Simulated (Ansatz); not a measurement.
Saddle point of CH$_{6}$BrGa, closed shell (GaH₂Br ([GaH2][Br]) + CH₄ → CH₅Ga ([CH3][GaH2]) + HBr (still joined by a long Ga–Br bond); bonds formed: Ga1–C6, Br2–H5; bonds broken: H5–C6; bonds weakened to dative contacts: Ga1–Br2), PBE0-D4/def2-TZVP structure:

```
atom    x (Å)    y (Å)    z (Å)
 Ga1  -0.7011  -0.6059  -0.6829
 Br2   1.1081   0.9331  -1.9963
  H3  -0.2249  -2.0536  -1.0018
  H4  -2.0553   0.0856  -1.0179
  H5   0.7642   0.6495  -0.4648
  C6   0.2234   0.1993   0.9992
  H7   0.0751   1.2546   1.2347
  H8   1.2424  -0.1038   1.2454
  H9  -0.4320  -0.3588   1.6845
```

Energies are electronic, without zero-point energy. Barriers and step energies count from the start structure reached by relaxing down the imaginary mode; all methods use the PBE0-D4 structures, on which another method's saddle can fall below an end. Computed with Ansatz 0.2.0 (basis: def2-TZVPP, with def2-QZVPP for the basis limit); correlated methods freeze the cores. Filled d shells of the heavier atoms are correlated. The def2 sets are not built for correlating such inner shells, so the correlated values are less sure here. B3LYP uses VWN-RPA correlation. Extrapolation: Hartree–Fock as exp(−7.88 √X), correlation as X^−2.97.

| method | barrier (eV) | step energy (eV) |
| --- | --- | --- |
| SPW92 | 1.337 | 1.356 |
| PBE-D4 | 1.654 | 1.477 |
| BLYP-D4 | 1.844 | 1.524 |
| r2SCAN-D4 | 1.770 | 1.549 |
| B97M-V | 1.966 | 1.552 |
| PBE0-D4 | 1.813 | 1.529 |
| B3LYP-D4 | ? | 1.562 |
| r2SCAN0-D4 | 1.888 | 1.580 |
| BHLYP-D4 | 2.166 | 1.634 |
| CAM-B3LYP-D4 | ? | 1.537 |
| wB97X-V | 2.005 | 1.526 |
| wB97M-V | ? | 1.513 |
| B2PLYP | 1.998 | 1.568 |
| PBE-QIDH | 1.919 | 1.550 |
| RPA on PBE | 1.922 | 1.420 |
| HF | 2.689 | 1.815 |
| MP2 | 1.888 | 1.500 |
| CCSD | 2.067 | 1.512 |
| CCSD(T) | 1.956 | 1.485 |

Question: Fill in the withheld barriers. (To be estimated.)

Answer: By the calculation: wB97M-V 1.968; B3LYP-D4 1.958; CAM-B3LYP-D4 1.999 eV. Each is the energy of the saddle less that of the start structure, by the same method.

For comparison, the barrier by CCSD(T) at an estimated basis limit (MP2 extrapolated from triple and quadruple zeta, plus CCSD(T) − MP2 in triple zeta) is 1.909 eV.

The T1 diagnostic stays at or below 0.011. The start structure is not quite a true minimum (one mode of 62i cm⁻¹). The end structure is not quite a true minimum (one mode of 38i cm⁻¹).

Labels in which every atom is bracketed show which atoms are joined, not bond orders.

For scale, one of the runs: CCSD(T)/def2-TZVPP, 211 basis functions, launched by `ansatz run in.yaml --threads 4 --pin off --events-out ev --progress --plain --max-ram 9574MiB`. The run took 98 s on 4 CPU threads of an Arm Neoverse V2 (shared host), with 3 GiB of host memory at its peak.
